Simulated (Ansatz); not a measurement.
Geometry optimisation of the cluster SnSe4.

```yaml
crystal:
  periodic: [false, false, false]
  atoms:
    - {symbol: Sn, position_ang: [0.825170, 0.333830, 1.276050]}
    - {symbol: Se, position_ang: [0.557370, -1.495310, -0.758140]}
    - {symbol: Se, position_ang: [0.273400, 0.788640, -1.631670]}
    - {symbol: Se, position_ang: [-0.760910, 2.005560, 0.066890]}
    - {symbol: Se, position_ang: [-0.895030, -1.632710, 1.046870]}
basis:
  gaussian: {orbitals: def2-SVP}
hamiltonian: {xc: pbe, dispersion: d4}
scf: {lower_state_search: "off"}
output: {orbitals: {seedname: orbitals}}
relax: {f_tol: 0.02, max_steps: 100}
```

```sh
$ ansatz run in.yaml --threads 4 --pin off --events-out ev --progress --plain --max-ram 4787MiB
```

Shortened log:

```
Functional definition: PBE
mean field -267162.25148885 eV, -9818.0316531372 hartree, gradient 4.0e-6 eV, S^2 0.000000; 0 other end points of the search recorded, 0 dependent functions left out
relax step   1: F+E_penalty+E_count = -267162.65987928 eV  Δ(F+E_penalty+E_count) = +0.000e0 eV  max|allowed force component| = 1.438e0 eV/Å  Δτ_max = 0.0000 Å  (18 SCF iters, accepted)
mean field -267162.51500352 eV, -9818.0413371225 hartree, gradient 1.2e-6 eV, S^2 0.000000; 0 other end points of the search recorded, 0 dependent functions left out
relax step   2: F+E_penalty+E_count = -267162.92117562 eV  Δ(F+E_penalty+E_count) = -2.613e-1 eV  max|allowed force component| = 5.481e-1 eV/Å  Δτ_max = 0.1948 Å  (27 SCF iters, accepted)
mean field -267162.59581730 eV, -9818.0443069743 hartree, gradient 1.1e-6 eV, S^2 0.000000; 0 other end points of the search recorded, 0 dependent functions left out
relax step   3: F+E_penalty+E_count = -267163.00661614 eV  Δ(F+E_penalty+E_count) = -8.544e-2 eV  max|allowed force component| = 2.312e-1 eV/Å  Δτ_max = 0.1101 Å  (23 SCF iters, accepted)
mean field -267162.57393215 eV, -9818.0435027100 hartree, gradient 2.4e-6 eV, S^2 0.000000; 0 other end points of the search recorded, 0 dependent functions left out
relax step   4: F+E_penalty+E_count = -267162.98359706 eV  Δ(F+E_penalty+E_count) = +2.302e-2 eV  max|allowed force component| = 9.329e-1 eV/Å  Δτ_max = 0.2000 Å  (27 SCF iters, rejected (line search))
mean field -267162.62836267 eV, -9818.0455029946 hartree, gradient 2.2e-6 eV, S^2 0.000000; 0 other end points of the search recorded, 0 dependent functions left out
relax step   5: F+E_penalty+E_count = -267163.03943424 eV  Δ(F+E_penalty+E_count) = -3.282e-2 eV  max|allowed force component| = 1.106e-1 eV/Å  Δτ_max = 0.0977 Å  (23 SCF iters, accepted)
mean field -267162.64392257 eV, -9818.0460748103 hartree, gradient 2.6e-6 eV, S^2 0.000000; 0 other end points of the search recorded, 0 dependent functions left out
relax step   6: F+E_penalty+E_count = -267163.05456978 eV  Δ(F+E_penalty+E_count) = -1.514e-2 eV  max|allowed force component| = 2.912e-1 eV/Å  Δτ_max = 0.0976 Å  (22 SCF iters, accepted)
mean field -267162.66770038 eV, -9818.0469486289 hartree, gradient 7.4e-6 eV, S^2 0.000000; 0 other end points of the search recorded, 0 dependent functions left out
relax step   7: F+E_penalty+E_count = -267163.07683183 eV  Δ(F+E_penalty+E_count) = -2.226e-2 eV  max|allowed force component| = 3.595e-1 eV/Å  Δτ_max = 0.1009 Å  (23 SCF iters, accepted)
mean field -267162.72143439 eV, -9818.0489233171 hartree, gradient 1.9e-6 eV, S^2 0.000000; 0 other end points of the search recorded, 0 dependent functions left out
relax step   8: F+E_penalty+E_count = -267163.12724663 eV  Δ(F+E_penalty+E_count) = -5.041e-2 eV  max|allowed force component| = 4.065e-1 eV/Å  Δτ_max = 0.1961 Å  (27 SCF iters, accepted)
mean field -267162.74670522 eV, -9818.0498520032 hartree, gradient 1.1e-6 eV, S^2 0.000000; 0 other end points of the search recorded, 0 dependent functions left out
relax step   9: F+E_penalty+E_count = -267163.15223850 eV  Δ(F+E_penalty+E_count) = -2.499e-2 eV  max|allowed force component| = 4.352e-1 eV/Å  Δτ_max = 0.1125 Å  (27 SCF iters, accepted)
mean field -267162.72157924 eV, -9818.0489286402 hartree, gradient 1.5e-6 eV, S^2 0.000000; 0 other end points of the search recorded, 0 dependent functions left out
relax step  10: F+E_penalty+E_count = -267163.13240505 eV  Δ(F+E_penalty+E_count) = +1.983e-2 eV  max|allowed force component| = 3.219e-1 eV/Å  Δτ_max = 0.2000 Å  (27 SCF iters, rejected (line search))
mean field -267162.75886577 eV, -9818.0502988949 hartree, gradient 1.8e-6 eV, S^2 0.000000; 0 other end points of the search recorded, 0 dependent functions left out
relax step  11: F+E_penalty+E_count = -267163.16775406 eV  Δ(F+E_penalty+E_count) = -1.552e-2 eV  max|allowed force component| = 1.008e-1 eV/Å  Δτ_max = 0.0729 Å  (23 SCF iters, accepted)
mean field -267162.75785242 eV, -9818.0502616551 hartree, gradient 6.0e-7 eV, S^2 0.000000; 0 other end points of the search recorded, 0 dependent functions left out
relax step  12: F+E_penalty+E_count = -267163.16115289 eV  Δ(F+E_penalty+E_count) = +6.601e-3 eV  max|allowed force component| = 1.234e-1 eV/Å  Δτ_max = 0.0876 Å  (23 SCF iters, rejected (line search))
mean field -267162.76299378 eV, -9818.0504505967 hartree, gradient 1.7e-6 eV, S^2 0.000000; 0 other end points of the search recorded, 0 dependent functions left out
relax step  13: F+E_penalty+E_count = -267163.16955033 eV  Δ(F+E_penalty+E_count) = -1.796e-3 eV  max|allowed force component| = 8.513e-2 eV/Å  Δτ_max = 0.0374 Å  (22 SCF iters, accepted)
mean field -267162.76423780 eV, -9818.0504963136 hartree, gradient 2.5e-6 eV, S^2 0.000000; 0 other end points of the search recorded, 0 dependent functions left out
relax step  14: F+E_penalty+E_count = -267163.17035323 eV  Δ(F+E_penalty+E_count) = -8.029e-4 eV  max|allowed force component| = 5.673e-2 eV/Å  Δτ_max = 0.0261 Å  (21 SCF iters, accepted)
mean field -267162.76461075 eV, -9818.0505100190 hartree, gradient 1.2e-6 eV, S^2 0.000000; 0 other end points of the search recorded, 0 dependent functions left out
relax step  15: F+E_penalty+E_count = -267163.17114758 eV  Δ(F+E_penalty+E_count) = -7.944e-4 eV  max|allowed force component| = 8.885e-3 eV/Å  Δτ_max = 0.0099 Å  (22 SCF iters, accepted)
Total energy: -267163.17117892 eV, -9818.0654511237 hartree
Atom 0 at     0.632323     0.286203     1.707842 Å, force    -0.000011    -0.008885    -0.000258 eV/Å
Atom 1 at     0.734437    -1.258014    -0.726624 Å, force    -0.001658     0.008216    -0.000815 eV/Å
Atom 2 at    -0.226376     0.646355    -1.863866 Å, force     0.003283    -0.007471    -0.007313 eV/Å
Atom 3 at    -0.282224     2.152048    -0.044455 Å, force    -0.002671     0.002446     0.004284 eV/Å
Atom 4 at    -0.858160    -1.826583     0.927103 Å, force     0.001056     0.005695     0.004102 eV/Å
Dipole moment:     0.268874    -0.084962     0.310523 e Å
Checks for a lower state left out: stability, starts, cluster_reference, orbital_swaps, neighbouring_geometries, increment
```

It took 27 s on 4 threads of Arm Neoverse V2 on a shared host.

In the def2 sets Sn takes a core potential; there is no spin–orbit coupling. The structure comes from a short search, and lower isomers may exist.
